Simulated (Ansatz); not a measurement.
Consider the hydrogenolysis of a C–C bond: `CCO[SiH2]N` + H₂ → `CO[SiH2]N` + CH₄.

Gas-phase electronic energies from Ansatz, PBE0-D4/def2-TZVP geometries. CCSD(T)/CBS is the MP2 limit (def2-TZVPP, def2-QZVPP) plus CCSD(T) − MP2 in def2-TZVPP, frozen cores. This one scheme is used for every species. Each species was taken in one conformer, which may not be the lowest.

`CCO[SiH2]N`:

```xyz
14

C    -1.602   -1.456    0.946
C    -0.472   -0.893    0.121
O    -0.084    0.360    0.644
Si    1.226    1.192    0.098
N     1.185    1.703   -1.529
H    -2.458   -0.779    0.932
H    -1.289   -1.589    1.984
H    -1.919   -2.424    0.552
H    -0.787   -0.779   -0.925
H     0.383   -1.585    0.129
H     1.273    2.372    0.988
H     2.429    0.322    0.200
H     0.555    2.412   -1.865
H     1.560    1.143   -2.275
```

H₂:

Cartesian coordinates in Å:
```
H -0.051 0.257 0.265
H 0.051 -0.257 -0.265
```

`CO[SiH2]N`:

```xyz
11

C    -0.652   -0.145    1.596
O     0.375    0.564    0.949
Si    0.957    0.136   -0.529
N    -0.150    0.186   -1.825
H    -1.597   -0.073    1.047
H    -0.399   -1.207    1.713
H    -0.796    0.284    2.590
H     1.426   -1.276   -0.476
H     2.043    1.112   -0.758
H    -0.675   -0.621   -2.115
H    -0.533    1.041   -2.191
```

CH₄:

Cartesian coordinates in Å:
```
C 0.000 0.000 0.000
H 0.624 0.480 0.754
H 0.223 -1.066 -0.030
H 0.204 0.441 -0.975
H -1.050 0.145 0.252
```

```tsv
species	MP2/def2-TZVPP energy (Eh)
`CCO[SiH2]N`	-500.32492
H₂	-1.16460
`CO[SiH2]N`	-461.09754
CH₄	-40.41206
```

Question: Work out ΔE.

Answer: ΔE = (-461.09754) + (-40.41206) − (-500.32492) − (-1.16460) = -0.02008 Eh = -52.7 kJ/mol. CCSD(T)/CBS gives -54.3 kJ/mol.

Largest T1 diagnostic among the species: 0.011.

In def2-TZVPP, CCSD(T) changes the Hartree–Fock value by +16.5 kJ/mol (the triples alone add +3.4 kJ/mol) and MP2 by +19.1 kJ/mol. The D4 term adds +7.0 kJ/mol with B3LYP and +4.0 kJ/mol with PBE0; it sums over pairs of atoms, weighted by their polarisabilities, and B3LYP, whose exchange is more repulsive, gets the larger term.

B3LYP here is the variant with VWN-RPA as its local correlation; programs differ in this.
